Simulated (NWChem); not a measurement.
System: CaHOF; SMILES [OH][Ca][F]

NWChem printed, in part:

```
             Northwest Computational Chemistry Package (NWChem) 7.3.0
             --------------------------------------------------------

 CS  symmetry detected

                             Geometry "geometry" -> ""
                             -------------------------

 Output coordinates in angstroms (scale by  1.889725989 to convert to a.u.)

  No.       Tag          Charge          X              Y              Z
 ---- ---------------- ---------- -------------- -------------- --------------
    1 Ca                  20.0000     0.29079049     0.02806080     0.00000000
    2 F                    9.0000    -0.30559709     1.92187483     0.00000000
    3 O                    8.0000    -0.29364848    -1.88743705     0.00000000
    4 H                    1.0000    -0.71624810    -2.75859316     0.00000000

 Effective nuclear repulsion energy (a.u.)     109.2111507530

      Symmetry information
      --------------------

 Group name             Cs
 Group number              2
 Group order               2
 No. of unique centers     4

                                 NWChem DFT Module
                                 -----------------

 Summary of "ao basis" -> "ao basis" (spherical)
 ------------------------------------------------------------------------------
       Tag                 Description            Shells   Functions and Types
 ---------------- ------------------------------  ------  ---------------------
 Ca                          sto-3g                  7       13   4s3p
 F                           sto-3g                  3        5   2s1p
 O                           sto-3g                  3        5   2s1p
 H                           sto-3g                  1        1   1s

      Symmetry analysis of basis
      --------------------------

        a'         19
        a"          5

            General Information
            -------------------
          SCF calculation type: DFT
          Wavefunction type:  closed shell.
          No. of atoms     :     4
          No. of electrons :    38
           Alpha electrons :    19
            Beta electrons :    19
          Charge           :     0
          Spin multiplicity:     1
          Use of symmetry is: on ; symmetry adaption is: on
          Maximum number of iterations: 150
          AO basis - number of functions:    24
                     number of shells:    14
          Convergence on energy requested:  1.00D-06
          Convergence on density requested:  1.00D-05
          Convergence on gradient requested:  5.00D-04

              XC Information
              --------------
                         PBE0 Method XC Functional
                     Hartree-Fock (Exact) Exchange  0.250
          PerdewBurkeErnzerhof Exchange Functional  0.750
            Perdew 1991 LDA Correlation Functional  1.000 local
           PerdewBurkeErnz. Correlation Functional  1.000 non-local

             Grid Information
             ----------------
          Grid used for XC integration:  medium
          Radial quadrature: Mura-Knowles
          Angular quadrature: Lebedev.
          Tag              B.-S. Rad. Rad. Pts. Rad. Cut. Ang. Pts.
          ---              ---------- --------- --------- ---------
          Ca                  1.80      112           8.0       590
          F                   0.50       49          11.0       434
          O                   0.60       49           8.0       434
          H                   0.35       45          10.0       434
          Grid pruning is: on
          Number of quadrature shells:   255
          Spatial weights used:  Erf1

      Superposition of Atomic Density Guess
      -------------------------------------

 Sum of atomic energies:        -842.23468581

      Non-variational initial energy
      ------------------------------

 Total energy =    -841.974671
 1-e energy   =   -1380.125702
 2-e energy   =     428.939881
 HOMO         =      -0.272740
 LUMO         =      -0.025900

      Symmetry analysis of molecular orbitals - initial
      -------------------------------------------------

  Numbering of irreducible representations:

     1 a'          2 a"

  Orbital symmetries:

     1 a'          2 a'          3 a'          4 a'          5 a'
     6 a'          7 a"          8 a'          9 a'         10 a'
    11 a"         12 a'         13 a'         14 a'         15 a'
    16 a'         17 a"         18 a'         19 a"         20 a'
    21 a"         22 a'         23 a'         24 a'

     ---------------------------------------------
      Total Density - Mulliken Population Analysis
     ---------------------------------------------

    Atom       Charge   Shell Charges
 -----------   ------   -------------------------------------------------------
    1 Ca  20    18.47   2.00  2.00  5.99  2.01  5.74  0.21  0.52
    2 F    9     9.80   2.00  1.96  5.84
    3 O    8     9.10   2.00  1.82  5.28
    4 H    1     0.64   0.64

   convergence    iter        energy       DeltaE   RMS-Dens  Diis-err
 ---------------- ----- ----------------- --------- --------- ---------
 d= 0,ls=0.0,diis     1   -843.2004923021 -9.52D+02  2.02D-01  7.18D-01
 d= 0,ls=0.5,diis     2   -841.1474237809  2.05D+00  4.48D-02  1.07D+01
 d= 0,ls=0.5,diis     3   -842.2376267437 -1.09D+00  3.23D-02  5.28D+00
 d= 0,ls=0.5,diis     4   -842.8005253445 -5.63D-01  2.36D-02  2.82D+00
 d= 0,ls=0.5,diis     5   -843.0945939901 -2.94D-01  2.24D-02  1.49D+00
 d= 0,ls=0.5,diis     6   -843.2886809264 -1.94D-01  1.92D-02  6.01D-01
 d= 0,ls=0.5,diis     7   -843.3886584955 -1.00D-01  1.21D-02  1.80D-01
  Resetting Diis
 d= 0,ls=0.5,diis     8   -843.4227390342 -3.41D-02  7.63D-03  5.82D-02
 d= 0,ls=0.5,diis     9   -843.4341998314 -1.15D-02  1.14D-02  2.66D-02
 d= 0,ls=0.5,diis    10   -843.4427441273 -8.54D-03  4.02D-03  4.31D-03
 d= 0,ls=0.5,diis    11   -843.4444131402 -1.67D-03  3.27D-03  1.99D-03
 d= 0,ls=0.5,diis    12   -843.4454664808 -1.05D-03  2.86D-03  8.75D-04
 d= 0,ls=0.5,diis    13   -843.4460844571 -6.18D-04  2.25D-03  6.69D-04
 d= 0,ls=0.5,diis    14   -843.4465086027 -4.24D-04  1.96D-03  4.84D-04
 d= 0,ls=0.5,diis    15   -843.4468011931 -2.93D-04  1.57D-03  3.74D-04
 d= 0,ls=0.5,diis    16   -843.4469953468 -1.94D-04  1.31D-03  2.72D-04
 d= 0,ls=0.5,diis    17   -843.4471276562 -1.32D-04  1.06D-03  1.92D-04
 d= 0,ls=0.5,diis    18   -843.4472140700 -8.64D-05  8.47D-04  1.36D-04
 d= 0,ls=0.5,diis    19   -843.4472701663 -5.61D-05  6.71D-04  9.28D-05
 d= 0,ls=0.5,diis    20   -843.4473061899 -3.60D-05  5.29D-04  6.26D-05
 d= 0,ls=0.5,diis    21   -843.4473290050 -2.28D-05  4.18D-04  4.27D-05
 d= 0,ls=0.5,diis    22   -843.4473437248 -1.47D-05  3.31D-04  2.83D-05
 d= 0,ls=0.5,diis    23   -843.4473530582 -9.33D-06  2.65D-04  1.91D-05
 d= 0,ls=0.5,diis    24   -843.4473590892 -6.03D-06  2.10D-04  1.28D-05
 d= 0,ls=0.5,diis    25   -843.4473629512 -3.86D-06  1.67D-04  8.49D-06
 d= 0,ls=0.5,diis    26   -843.4473654226 -2.47D-06  1.32D-04  5.63D-06
 d= 0,ls=0.5,diis    27   -843.4473670072 -1.58D-06  1.05D-04  3.72D-06
 d= 0,ls=0.5,diis    28   -843.4473680243 -1.02D-06  8.32D-05  2.43D-06
 d= 0,ls=0.5,diis    29   -843.4473686746 -6.50D-07  6.61D-05  1.58D-06
 d= 0,ls=0.5,diis    30   -843.4473690891 -4.14D-07  5.24D-05  1.03D-06
 d= 0,ls=0.5,diis    31   -843.4473693527 -2.64D-07  4.17D-05  6.68D-07
 d= 0,ls=0.5,diis    32   -843.4473695213 -1.69D-07  3.31D-05  4.33D-07
 d= 0,ls=0.5,diis    33   -843.4473696288 -1.07D-07  2.63D-05  2.79D-07
 d= 0,ls=0.5,diis    34   -843.4473696973 -6.85D-08  2.09D-05  1.79D-07
 d= 0,ls=0.5,diis    35   -843.4473697409 -4.36D-08  1.66D-05  1.15D-07
  Singularity in Pulay matrix. Error and Fock matrices removed.
  Singularity in Pulay matrix. Error and Fock matrices removed.
  Singularity in Pulay matrix. Error and Fock matrices removed.
  Singularity in Pulay matrix. Error and Fock matrices removed.
 d= 0,ls=0.5,diis    36   -843.4473697687 -2.78D-08  1.32D-05  7.39D-08
  Singularity in Pulay matrix. Error and Fock matrices removed.
  Singularity in Pulay matrix. Error and Fock matrices removed.
 d= 0,ls=0.5,diis    37   -843.4473697863 -1.76D-08  1.05D-05  4.73D-08
 d= 0,ls=0.5,diis    38   -843.4473697976 -1.12D-08  8.37D-06  3.04D-08

         Total DFT energy =     -843.447369804691
      One electron energy =    -1383.478899144668
           Coulomb energy =      486.496775727363
    Exchange-Corr. energy =      -55.676397140381
 Nuclear repulsion energy =      109.211150752996

 Numeric. integr. density =       37.999999811993

                  Occupations of the irreducible representations
                  ----------------------------------------------

                     irrep           alpha         beta
                     --------     --------     --------
                     a'               15.0         15.0
                     a"                4.0          4.0

                       DFT Final Molecular Orbital Analysis
                       ------------------------------------

 Vector   17  Occ=2.000000D+00  E=-1.354794D-01  Symmetry=a'
              MO Center= -2.1D-01,  1.4D+00,  1.3D-15, r^2= 2.1D+00
   Bfn.  Coefficient  Atom+Function         Bfn.  Coefficient  Atom+Function
  ----- ------------  ---------------      ----- ------------  ---------------
    16      0.781361  2 F  px                17      0.378363  2 F  py
    11      0.343861  1 Ca px                21      0.251008  3 O  px
     7     -0.203590  1 Ca px                22     -0.094712  3 O  py
     3      0.061251  1 Ca px                20      0.049393  3 O  s
    10      0.037892  1 Ca s                 12      0.029208  1 Ca py

 Vector   18  Occ=2.000000D+00  E=-8.918122D-02  Symmetry=a'
              MO Center= -2.5D-01, -1.3D+00,  3.8D-17, r^2= 2.4D+00
   Bfn.  Coefficient  Atom+Function         Bfn.  Coefficient  Atom+Function
  ----- ------------  ---------------      ----- ------------  ---------------
    21      0.794841  3 O  px                22     -0.395226  3 O  py
    16     -0.339081  2 F  px                11      0.194934  1 Ca px
    17     -0.188087  2 F  py                 7     -0.116717  1 Ca px
    12     -0.058289  1 Ca py                10      0.045153  1 Ca s
     3      0.034950  1 Ca px                15      0.028744  2 F  s

 Vector   19  Occ=2.000000D+00  E=-8.845312D-02  Symmetry=a"
              MO Center= -2.7D-01, -1.2D+00, -4.9D-17, r^2= 2.5D+00
   Bfn.  Coefficient  Atom+Function         Bfn.  Coefficient  Atom+Function
  ----- ------------  ---------------      ----- ------------  ---------------
    23      0.879573  3 O  pz                18     -0.416538  2 F  pz
    13      0.187132  1 Ca pz                 9     -0.109515  1 Ca pz
     5      0.032767  1 Ca pz

 Vector   20  Occ=0.000000D+00  E= 3.913762D-02  Symmetry=a'
              MO Center=  7.3D-01,  1.4D-01, -5.9D-17, r^2= 3.7D+00
   Bfn.  Coefficient  Atom+Function         Bfn.  Coefficient  Atom+Function
  ----- ------------  ---------------      ----- ------------  ---------------
    10      0.956290  1 Ca s                 20     -0.342883  3 O  s
    11      0.316378  1 Ca px                 6     -0.310853  1 Ca s
    17      0.311472  2 F  py                16     -0.282382  2 F  px
    21     -0.208398  3 O  px                 7     -0.181749  1 Ca px
    15     -0.178794  2 F  s                 24      0.118492  4 H  s

 Vector   21  Occ=0.000000D+00  E= 1.511941D-01  Symmetry=a"
              MO Center=  2.0D-01, -2.3D-02,  7.1D-20, r^2= 3.7D+00
   Bfn.  Coefficient  Atom+Function         Bfn.  Coefficient  Atom+Function
  ----- ------------  ---------------      ----- ------------  ---------------
    13      0.994452  1 Ca pz                 9     -0.464877  1 Ca pz
    23     -0.393063  3 O  pz                18     -0.326170  2 F  pz
     5      0.135474  1 Ca pz

 Vector   22  Occ=0.000000D+00  E= 1.832552D-01  Symmetry=a'
              MO Center= -4.3D-01, -9.9D-03, -2.8D-17, r^2= 3.3D+00
   Bfn.  Coefficient  Atom+Function         Bfn.  Coefficient  Atom+Function
  ----- ------------  ---------------      ----- ------------  ---------------
    11      0.964559  1 Ca px                 7     -0.427857  1 Ca px
    10     -0.424197  1 Ca s                 20      0.294158  3 O  s
    21     -0.291442  3 O  px                17     -0.253002  2 F  py
    16     -0.207523  2 F  px                22      0.205896  3 O  py
    15      0.204145  2 F  s                  3      0.123830  1 Ca px

     ---------------------------------------------
      Total Density - Mulliken Population Analysis
     ---------------------------------------------

    Atom       Charge   Shell Charges
 -----------   ------   -------------------------------------------------------
    1 Ca  20    19.45   2.00  2.00  5.99  2.00  5.78  0.44  1.24
    2 F    9     9.25   2.00  1.96  5.30
    3 O    8     8.45   2.00  1.78  4.67
    4 H    1     0.85   0.85

     -------------------------------------------
      Total Density - Lowdin Population Analysis
     -------------------------------------------

    Atom       Charge   Shell Charges
 -----------   ------   -------------------------------------------------------
    1 Ca  20    19.61   2.00  2.00  5.98  1.96  5.64  0.53  1.51
    2 F    9     9.18   2.00  1.89  5.30
    3 O    8     8.31   2.00  1.62  4.70
    4 H    1     0.90   0.90

     Multipole analysis of the density
     ---------------------------------

     L   x y z        total         alpha         beta         nuclear
     -   - - -        -----         -----         ----         -------
     0   0 0 0     -0.000000    -19.000000    -19.000000     38.000000

     1   1 0 0      0.485919      0.242959      0.242959      0.000000
     1   0 1 0     -0.362507     -0.181253     -0.181253     -0.000000
     1   0 0 1      0.000000      0.000000      0.000000      0.000000

     2   2 0 0    -17.238278    -15.287272    -15.287272     13.336265
     2   1 1 0      1.043270     -1.776530     -1.776530      4.596329
     2   1 0 1      0.000000      0.000000      0.000000      0.000000
     2   0 2 0    -22.529055   -135.122178   -135.122178    247.715300
     2   0 1 1      0.000000      0.000000      0.000000      0.000000
     2   0 0 2    -17.612381     -8.806190     -8.806190      0.000000
```

Level: PBE0/STO-3G. Structure relaxed at the PBE-D3(BJ)/def2-SVP level.

**Question.** Write an input that gives this output.

**Answer.** One answer among several that fit: the input that was run:
```
start job
memory heap 200 mb stack 900 mb global 1100 mb
geometry units angstroms noautoz
  Ca     0.267241     0.136757     0.000000
  F     -0.470096     1.980271     0.000000
  O     -0.171261    -1.817320     0.000000
  H     -0.527044    -2.717832     0.000000
end
basis spherical
  Ca library sto-3g
  F library sto-3g
  O library sto-3g
  H library sto-3g
end
dft
  xc pbe0
  iterations 150
  mulliken
end
task dft energy
```
